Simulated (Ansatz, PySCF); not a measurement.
Species: BI (charge 0, singlet). 
Geometry from a B3LYP-D3(BJ)/def2-TZVP (Ansatz, a quantum-chemistry and plane-wave program) optimisation:
```
B
I 1 2.1421
```

Quantity: atomisation energy (electronic, to ground-state atoms), in kJ/mol. Correlated levels leave the core frozen unless marked. UHF or UKS for open shells. No spin-orbit coupling. Frozen are the shells of the preceding noble gas and the d and f shells that filled before the atom's block. In def2 rows, elements after Kr have scalar-relativistic effective core potentials. The coupled-cluster limit lacks core correlation, which all-electron functionals hold. CBS(X,Y): correlation extrapolated as X^-3; Hartree-Fock from the larger set.

The Hartree-Fock reference is unstable (checked in the largest basis), which strains HF and MP2. 

```tsv
level	program	atomisation energy (kJ/mol)
PBE-D3(BJ)/def2-TZVPD	Ansatz + dftd3	390.3
PBE-D4/def2-TZVPD	Ansatz + dftd4	390.6
BP86-D4/def2-TZVPD	PySCF + dftd4	[?]
PBE0-D4/def2-TZVP	Ansatz + dftd4	[?]
CCSD(T)/CBS(def2-TZVPPD,def2-QZVPPD)	Ansatz	356.9
```

### Question
Fill in the missing entries.

### Answer

- BP86-D4/def2-TZVPD, atomisation energy (kJ/mol): 384.8
- PBE0-D4/def2-TZVP, atomisation energy (kJ/mol): 365.8
